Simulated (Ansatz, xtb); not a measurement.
# Relaxing a trial structure of C3H6AlClO

The starting geometry of this gas-phase singlet was built from a drawn formula by distance geometry and a force field; its bonds are those of `[CH3][Al]([Cl])[CH2]C=O`.

```yaml
atoms:
  - { symbol: C, position_ang: [-0.7812, 1.1044, 0.5215] }
  - { symbol: C, position_ang: [1.0341, -1.5129, -0.8136] }
  - { symbol: C, position_ang: [2.3113, -1.0918, -0.2119] }
  - { symbol: Al, position_ang: [-0.1402, 0.0814, -1.0573] }
  - { symbol: Cl, position_ang: [-0.8853, 0.6390, -3.0756] }
  - { symbol: O, position_ang: [2.3659, -0.7460, 0.9521] }
  - { symbol: H, position_ang: [-0.4426, 2.1723, 0.4378] }
  - { symbol: H, position_ang: [-0.3207, 0.6738, 1.4791] }
  - { symbol: H, position_ang: [-1.8697, 1.1146, 0.5940] }
  - { symbol: H, position_ang: [1.1823, -1.9901, -1.7826] }
  - { symbol: H, position_ang: [0.5128, -2.2998, -0.1541] }
  - { symbol: H, position_ang: [3.2124, -1.0931, -0.7782] }
```

Where would you expect an optimisation with r2SCAN-D4/def2-SVP to take it?

It keeps its bonds, and is `[CH3][Al]([Cl])[CH2]C=O`.

The energy falls by 0.36 eV over 40 steps:

| step | E − E(last) (eV) |
| --- | --- |
| 1 | 0.362 |
| 5 | 0.011 |
| 10 | 0.005 |
| 14 | 0.005 |
| 18 | 0.004 |
| 23 | 0.003 |
| 27 | 0.002 |
| 31 | 0.001 |
| 36 | 0.000 |
| 40 | 0.000 |

Final geometry (Å):

```yaml
atoms:
  - { symbol: C, position_ang: [-0.5731, 1.1772, 0.4554] }
  - { symbol: C, position_ang: [1.1350, -1.4164, -1.0242] }
  - { symbol: C, position_ang: [2.1312, -1.1148, 0.0313] }
  - { symbol: Al, position_ang: [-0.3022, -0.0617, -1.0041] }
  - { symbol: Cl, position_ang: [-1.5623, -0.0604, -2.7023] }
  - { symbol: O, position_ang: [1.9463, -1.2681, 1.2204] }
  - { symbol: H, position_ang: [-0.0081, 2.1089, 0.2708] }
  - { symbol: H, position_ang: [-0.1941, 0.7573, 1.4016] }
  - { symbol: H, position_ang: [-1.6282, 1.4639, 0.5873] }
  - { symbol: H, position_ang: [1.5702, -1.5370, -2.0288] }
  - { symbol: H, position_ang: [0.5681, -2.3294, -0.7538] }
  - { symbol: H, position_ang: [3.0963, -0.6676, -0.3422] }
```

From the same start GFN2-xTB ends elsewhere, differing in C2–Al4 (3.87 against 1.98 Å here), Al4–O6 (1.66 against 3.39 Å here).

The end wasn't checked by frequencies. Run with Ansatz 0.2.0, 90 s on 2 threads of Intel(R) Xeon(R) 6975P-C (Granite Rapids), with other jobs on the host.
